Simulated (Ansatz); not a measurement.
Mulliken charges of `C=C(N)Br` from PBE/def2-TZVPP in Ansatz (PBE0-D4/def2-TZVP geometry).

```tsv
atom	x (Å)	y (Å)	z (Å)	charge (e)
C1	0.223	1.181	-0.185	-0.288
C2	-0.233	-0.066	-0.239	0.140
N3	0.323	-1.190	0.328	-0.260
Br4	-1.769	-0.477	-1.273	-0.090
H5	-0.239	1.975	-0.750	0.102
H6	1.088	1.414	0.425	0.068
H7	-0.333	-1.898	0.618	0.166
H8	1.031	-0.997	1.020	0.162
```

Task: By hand: the dipole of these point charges (1 e Å = 4.8032 D).

Result: Σ q r = (0.140, -0.176, 0.269) e Å, of length 0.351 e Å = 1.69 D.

Task: How does the dipole of the full density compare? (Best estimate.)

Result: Ansatz gave: (0.186, -0.138, 0.383) e Å, 2.15 D; the point charges give 0.79 times that, at 12° from its direction.

Point charges leave out the atoms' own dipoles, such as those of lone pairs, and Mulliken's split depends on the basis, so the two needn't agree.
